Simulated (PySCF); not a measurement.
## Unknown compound

Molecular formula: C9H10F2. Simulated spectra:

¹H NMR (500 MHz, computed): δ 7.63 (m, 2H), 7.54 (m, 2H), 7.51 (m, 1H), 1.57 (tq, J = 17.1, 8.4 Hz, 2H), 1.28 (t, J = 8.4 Hz, 3H).

¹³C{¹H} NMR (computed): δ 146.2 (C, t, J = 26.1 Hz), 134.8 (CH), 133.7 (CH), 130.6 (CH, t, J = 6.1 Hz), 124.5 (C, t, J = 297.6 Hz), 38.9 (CH2, t, J = 30.3 Hz), 7.8 (CH3, t, J = 3.4 Hz).

[PySCF: σ from GIAO-PBE0/pcSseg-1; geometry from PBE0-D3(BJ)/def2-SVP; J couplings at B3LYP/pcJ-1 (spin–dipole term only in couplings to heteroatoms); one conformer; non-relativistic; gas phase; averaged over atoms made equivalent by symmetry, fast rotation or ring inversion]

Chemical shifts δ = σref − σ; ¹H (31.27 ppm), ¹³C (184.41 ppm) against TMS, all at this level.

Problem. Propose a structure and justify it.

Solution. 
- The formula gives 4 degrees of unsaturation (1 ring in the answer).
- 7 carbon signals for 9 carbons: some carbons are equivalent by symmetry or fast rotation.
- Carbon types of the structure: 2 × C, 5 × CH, 1 × CH2, 1 × CH3, which accounts for all hydrogens.
- δC 146.2: substituted aromatic carbon.
- δC 134.8, 133.7, 130.6: aromatic CH; the aromatic region.
- δC 124.5: fully substituted sp3 carbon bonded to 2 F, on an aromatic ring; 2 electronegative neighbours deshield it.
- δC 38.9: sp3 CH2; saturated and bonded to C and H only.
- δC 7.8: methyl carbon; a saturated carbon with 1 carbon neighbour and no heteroatom attached.
- δH 7.63, 7.54, 7.51: hydrogen on an aromatic CH; it sits in the deshielding region of the aromatic ring current.
- δH 1.28: hydrogen on a methyl carbon; far from electronegative atoms and π systems.
- The protons at 1.28 and 1.57 share a coupling of 8.4 Hz (vicinal).

These data were computed for SMILES CCC(F)(F)c1ccccc1.

The shifts were computed for this structure.

C–F couplings over four or more bonds (about 3 Hz to the para carbon of a fluoroarene) are left out. Common functionals overestimate the size of one-bond C–F couplings by tens of Hz; these are unscaled. Multiplet labels drop couplings under 1 Hz and merge nearly equal ones. Couplings among chemically equivalent protons are left out too, so labels in AA′BB′ or AA′XX′ sets are apparent multiplicities. Unscaled 3J(H,H) at this level run about 10 % above measured values. Shifts are as computed. Against solution values, carbons near 30 ppm lie about +2 ppm off and those near 130 ppm about +5 ppm (rms about the fit 1.9 ppm; single classes can miss by 10 ppm). Of 1328 compounds with measured shifts, 309 miss one by over three times the rms of a fit or turn the order of signals round; such compounds aren't used in these exercises. Signals without a measured value on file couldn't be tested in this way; 1H shifts scatter by 0.2 ppm about their fit, and single ones miss by 0.5 ppm. 3J across rotatable bonds or in flexible rings reflects this conformer alone.
